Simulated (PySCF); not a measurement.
An unknown is described by computed data only.

Formula: C5H18OSSi3.

* Dipole: 1.83 D [PBE/pcSseg-1]
* 1H NMR: chemical shifts (computed TMS as zero) by class: 5.60 (1 H), 4.80 (3 H), 1.10 (1 H), 0.92 (3 H), 0.78 (1 H), 0.21 (9 H) ppm [GIAO PBE/pcSseg-1]
* Rotational structure: rotational constants A, B, C: 0.917, 0.478, 0.391 GHz [PBE0-D3(BJ)/def2-SVP]
* NMR, other nuclei: isotropic shieldings of nuclei other than C and H, by class: 235 (1 O), 311 (1 Si), 332 (1 Si), 394 (1 Si), 744 (1 S) ppm [GIAO PBE/pcSseg-1]
* 13C NMR: chemical shifts (computed TMS as zero) by class: 11.7 (1 C), 7.4 (1 C), 1.5 (3 C) ppm [GIAO PBE/pcSseg-1]

Electronic properties: PySCF, gas phase, density fitting. Levels stand in brackets. The structure is a single PBE0-D3(BJ)/def2-SVP conformer in the gas phase; no vibrational or solvent corrections. NMR values are class means; diastereotopic atoms form classes of their own.

**Question.** What is the compound? Reason from the data.

**Answer.** Numbering: `[CH3:1][CH2:2][Si@@H:3]([O:4][Si:5]([CH3:6])([CH3:7])[CH3:8])[S:9][SiH3:10]`. Its formula, C5H18OSSi3, gives 0 degrees of unsaturation, so no ring and no π bond. 5 carbons fall into 3 classes; from least to most shielded: sp3 carbon bound to silicon [C2] (11.7 ppm), methyl carbon [C1] (7.4 ppm), Si-methyl carbon [C6/C7/C8] (1.5 ppm, 3 C). Hydrogen classes from least to most shielded: 1 H on an oxygen-bound silicon, Si3 (5.60 ppm), 3 H on an SiH3 silicon, Si10 (4.80 ppm), 1 H on an sp3 carbon bound to silicon, C2 (1.10 ppm), 3 H on a methyl carbon, C1 (0.92 ppm), 1 H on an sp3 carbon bound to silicon, C2 (0.78 ppm), 9 H on 3 Si-methyl carbons, C6/C7/C8 (0.21 ppm, a mean of values up to 0.9 ppm apart in this geometry). The other shieldings belong to: 235 ppm, siloxane oxygen [O4]; 311 ppm, oxygen-bound silicon [Si5]; 332 ppm, oxygen-bound silicon [Si3]; 394 ppm, SiH3 silicon [Si10]; 744 ppm, sulfur bonded to 2 Si [S9]. The optimised geometry has point group C1 and is an asymmetric top. Structure: `CC[Si@@H](O[Si](C)(C)C)S[SiH3]`. The assignments are read from this structure; whether some other isomer fits the data as well wasn't checked. The mirror image fits equally.

Conformer computed: `[CH3:1][CH2:2][Si@@H:3]([O:4][Si:5]([CH3:6])([CH3:7])[CH3:8])[S:9][SiH3:10]`: C1–C2–Si3–O4 -175°, C2–Si3–O4–Si5 -170°, Si3–O4–Si5–C6 -147°, C2–Si3–S9–Si10 -75°.
